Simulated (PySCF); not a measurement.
The vertical singlet excitations below were computed for one of the candidates. Computed with PySCF 2.14.0, density-fitted response routines, TDDFT wB97X-D/def2-SVPD, vertical, gas phase, core orbitals frozen in the response. Geometries: PBE0-D3(BJ)/def2-SVP, one conformer each.

```
state  E (eV)  λ (nm)       f
   S1    6.15   201.7   0.079
   S2    6.23   199.1   0.555
   S3    6.95   178.5  0.0083
   S4    7.23   171.4  0.0048
   S5    7.25   171.1   0.015
   S6    7.64   162.3  0.0010
   S7    7.96   155.7   0.051
   S8    8.00   155.0   0.035
   S9    8.31   149.2  0.0026
  S10    8.34   148.7  0.0049
```

Triplets computed (Tamm–Dancoff): 4.03, 4.58, 5.93, 6.76 eV.

Orbital energies (eV): HOMO-3 -12.41, HOMO-2 -12.26, HOMO-1 -10.21, HOMO -8.45, LUMO 1.67, LUMO+1 2.04, LUMO+2 2.44.

Question: Which candidate is it? All have the formula C5H4F4O2.
A. `O=C1CO[C@@H]1[C@@H](F)C(F)(F)F`
B. `C=C(OC(F)F)C(=O)C(F)F`
C. `FC(F)OC1(OC(F)F)C=C1`
D. `F/C=C\O/C=C(/F)OC(F)F`

Answer: D. Its S1 lies at 6.15 eV; the nearest of the others has S1 at 6.51 eV. S1 is HOMO→LUMO+1 (64%), HOMO→LUMO (12%). Löwdin shares by element: HOMO carbon 46% or more, oxygen 22% or more (atoms not listed hold the other 32%); LUMO carbon 68% or more (atoms not listed hold the other 32%). At the same level the other candidates give, for their lowest levels:
- `FC(F)OC1(OC(F)F)C=C1`: 6.51 eV (f 0.004); 7.50 eV (f 0.059); 7.73 eV (f 0.000); 8.39 eV (f 0.050); 9.07 eV (f 0.033); T1 4.94 eV; HOMO -10.75, LUMO 0.97 eV
- `O=C1CO[C@@H]1[C@@H](F)C(F)(F)F`: 4.34 eV (f 0.000); 6.09 eV (f 0.007); 7.59 eV (f 0.007); 7.77 eV (f 0.003); 7.83 eV (f 0.000); T1 3.82 eV; HOMO -10.07, LUMO 0.26 eV
- `C=C(OC(F)F)C(=O)C(F)F`: 3.82 eV (f 0.000); 5.27 eV (f 0.147); 7.19 eV (f 0.002); 7.63 eV (f 0.017); 7.97 eV (f 0.001); T1 3.31 eV; HOMO -10.26, LUMO -0.89 eV

The values belong to the conformer `[F:1]/[CH:2]=[CH:3]\[O:4]/[CH:5]=[C:6](/[F:7])[O:8][CH:9]([F:10])[F:11]`: C2–C3–O4–C5 -3°, C3–O4–C5–C6 174°, C5–C6–O8–C9 117°, C6–O8–C9–F10 -73°.
